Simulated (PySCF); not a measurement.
# Electronic structure of P³⁺ (phosphorus, charge +3) at the UHF level

Configuration: [Ne] 3s2, closed-shell 1S. Calculation: PySCF 2.14, in cc-pV(D+d)Z (4s3p2d, 23 functions); the non-relativistic Hamiltonian (point nucleus).

- Total energy: -338.553028 hartree
- One-electron energy: -451.5092 hartree
- Hartree (Coulomb) energy: 134.5872 hartree
- Exchange energy: -21.6310 hartree
- Kinetic energy: 338.04711 hartree
- ⟨S²⟩: 0.0000
- ⟨L²⟩: 0.000
- Sum of ⟨r⟩: 7.544 bohr
- Sum of ⟨r²⟩: 9.017 bohr²
- Density at the nucleus (Gaussians lack the cusp): 2130 bohr⁻³
- Langevin diamagnetic susceptibility: -7.14 ×10⁻⁶ cm³/mol
- Time after the integrals: 0.04 s of wall time on 1 thread of Neoverse-V1 (shared host)

```
shell  electrons  mean orbital energy (hartree)  rms radius, mean of both spins (bohr)
   1s          2                      -81.48596                                  0.120
   2s          2                       -8.95568                                  0.560
   2p          6                       -6.84126                                  0.538
   3s          2                       -1.83302                                   1.82
```
